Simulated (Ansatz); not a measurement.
`CB(N)[SiH2]Cl` + H₂O → `CB(N)O` + `[SiH3]Cl`  (formal hydrolysis of a B–Si bond)

Program: Ansatz. Geometries: PBE0-D4/def2-TZVP. ΔE: electronic, gas phase. CCSD(T)/CBS adds triple-zeta CCSD(T) − MP2 to the extrapolated MP2 energy (def2 sets, frozen cores). This one scheme is used for every species. DFT in def2-TZVPP. B3LYP here is the variant with VWN-RPA as its local correlation; programs differ in this. Each species was taken in one conformer, which may not be the lowest.

```json
{"level": "PBE-D4", "ΔE (kJ/mol)": "-111.9", "difference from CCSD(T)/CBS": "11.0"}
{"level": "r2SCAN-D4", "ΔE (kJ/mol)": "-127.9", "difference from CCSD(T)/CBS": "-5.0"}
{"level": "PBE0-D4", "ΔE (kJ/mol)": "-117.9", "difference from CCSD(T)/CBS": "5.0"}
{"level": "B3LYP-D4", "ΔE (kJ/mol)": "-126.4", "difference from CCSD(T)/CBS": "-3.5"}
{"level": "ωB97X-V", "ΔE (kJ/mol)": "-128.1", "difference from CCSD(T)/CBS": "-5.2"}
{"level": "ωB97M-V", "ΔE (kJ/mol)": "-131.0", "difference from CCSD(T)/CBS": "-8.1"}
{"level": "B2PLYP", "ΔE (kJ/mol)": "-134.4", "difference from CCSD(T)/CBS": "-11.5"}
{"level": "PBE", "ΔE (kJ/mol)": "-117.6", "difference from CCSD(T)/CBS": "5.3"}
{"level": "r2SCAN", "ΔE (kJ/mol)": "-129.7", "difference from CCSD(T)/CBS": "-6.8"}
{"level": "PBE0", "ΔE (kJ/mol)": "-123.3", "difference from CCSD(T)/CBS": "-0.4"}
{"level": "B3LYP", "ΔE (kJ/mol)": "-135.4", "difference from CCSD(T)/CBS": "-12.5"}
{"level": "HF/def2-TZVPP", "ΔE (kJ/mol)": "-154.9", "difference from CCSD(T)/CBS": "-32.0"}
{"level": "MP2/def2-TZVPP", "ΔE (kJ/mol)": "-129.6", "difference from CCSD(T)/CBS": "-6.7"}
{"level": "SCS-MP2/def2-TZVPP", "ΔE (kJ/mol)": "-133.5", "difference from CCSD(T)/CBS": "-10.6"}
{"level": "CCSD/def2-TZVPP", "ΔE (kJ/mol)": "-131.1", "difference from CCSD(T)/CBS": "-8.2"}
{"level": "CCSD(T)/def2-TZVPP", "ΔE (kJ/mol)": "-127.2", "difference from CCSD(T)/CBS": "-4.3"}
{"level": "HF/def2-QZVPP", "ΔE (kJ/mol)": "-155.3", "difference from CCSD(T)/CBS": "-32.4"}
{"level": "MP2/def2-QZVPP", "ΔE (kJ/mol)": "-127.2", "difference from CCSD(T)/CBS": "-4.3"}
{"level": "SCS-MP2/def2-QZVPP", "ΔE (kJ/mol)": "-131.4", "difference from CCSD(T)/CBS": "-8.5"}
{"level": "HF/CBS(def2)", "ΔE (kJ/mol)": "-155.4", "difference from CCSD(T)/CBS": "-32.5"}
{"level": "MP2/CBS(def2)", "ΔE (kJ/mol)": "-125.2", "difference from CCSD(T)/CBS": "-2.3"}
{"level": "CCSD/CBS(def2)", "ΔE (kJ/mol)": "-126.7", "difference from CCSD(T)/CBS": "-3.8"}
{"level": "CCSD(T)/CBS", "ΔE (kJ/mol)": "-122.9", "difference from CCSD(T)/CBS": "0"}
```

Largest T1 diagnostic among the species: 0.011.

From PBE to PBE0 (25 % exact exchange), in def2-TZVPP and without D4, ΔE moves by −5.6 kJ/mol. In def2-TZVPP, CCSD(T) changes the Hartree–Fock value by +27.6 kJ/mol (the triples alone add +3.8 kJ/mol) and MP2 by +25.3 kJ/mol. The D4 term adds +9.0 kJ/mol with B3LYP and +5.4 kJ/mol with PBE0; it sums over pairs of atoms, weighted by their polarisabilities, and B3LYP, whose exchange is more repulsive, gets the larger term.
